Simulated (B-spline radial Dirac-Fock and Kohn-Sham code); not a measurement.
These are calculated numbers from a radial finite-basis atomic code; the model is Dirac-Hartree-Slater photoionisation with all multipoles and Dirac-Fock thresholds. Kinetic energies are from the vacuum level. Open shells are spread statistically over j, without multiplet splitting. Without correlation, outer binding energies are uncertain by a few eV, most for open f shells.

**Question.** A free atom or ion in its tabulated ground configuration is ionised with 1400 eV photons and gives these photoelectron lines. Identify it and assign the lines.

```
kinetic energy (eV)  relative cross section
              585.7                    17.2
              698.6                    18.9
              783.2                    51.1
              968.6                    68.4
              984.3                   100.0
             1188.7                     4.1
             1221.7                    59.6
             1224.7                    75.9
             1228.8                     4.1
             1243.9                    10.0
             1295.4                     1.8
             1297.3                     2.7
```

**Answer.** Ir⁷⁺, [Xe] 4f14 5d2. Binding energies are hν less the kinetic energy: 4s 814.3 eV, 4p1/2 701.4 eV, 4p3/2 616.8 eV, 4d3/2 431.4 eV, 4d5/2 415.7 eV, 5s 211.3 eV, 4f5/2 178.3 eV, 4f7/2 175.3 eV, 5p1/2 171.2 eV, 5p3/2 156.1 eV, 5d3/2 104.6 eV, 5d5/2 102.7 eV.
